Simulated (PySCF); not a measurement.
System (SMILES): F[Si]F (closed-shell singlet).
Geometry (B3LYP-D3(BJ)/def2-TZVP, fixed):
```
Si
F 1 1.6090
F 1 1.6090 2 100.76
```

Basis-set convergence of the lowest singlet excitation energy at PBE0 with PySCF. Tamm-Dancoff approximation; the state is taken by its order, and sets in which it differs in degeneracy or brightness are left out, yet its character can still change. All functions are spherical. Density fitting with generated auxiliary sets. No added dispersion term, no relativity. Reference: the value in aug-pcseg-3, 5.753 eV, itself unsure by roughly 0.004 eV (its mean distance from aug-cc-pV(Q+d)Z, aug-pcseg-2, aug-cc-pV(T+d)Z).

| basis | functions | lowest singlet excitation energy (eV) |
|---|---|---|
| 3-21G | 31 | ___ |
| 6-31G | 31 | 5.414 |
| pcseg-0 | 31 | ___ |
| 6-31G** | 46 | 5.772 |
| 6-311G** | 62 | 5.753 |
| def2-SVPD | 70 | ___ |
| aug-pcseg-1 | 73 | 5.740 |
| 6-311+G** | 74 | 5.763 |
| aug-cc-pV(D+d)Z | 78 | 5.765 |
| pcseg-2 | 94 | 5.760 |
| cc-pV(T+d)Z | 99 | 5.824 |
| def2-TZVP | 99 | ___ |
| def2-TZVPP | 104 | 5.796 |
| def2-TZVPD | 123 | 5.799 |
| 6-311++G(3df,3pd) | 125 | 5.763 |
| cc-pV(Q+d)Z | 174 | 5.784 |
| def2-QZVPP | 184 | 5.770 |
| pcseg-3 | 184 | 5.759 |

**Question.** Fill in the missing entries.

**Answer.** 
- 3-21G, lowest singlet excitation energy (eV): 5.307
- pcseg-0, lowest singlet excitation energy (eV): 5.482
- def2-SVPD, lowest singlet excitation energy (eV): 5.863
- def2-TZVP, lowest singlet excitation energy (eV): 5.806
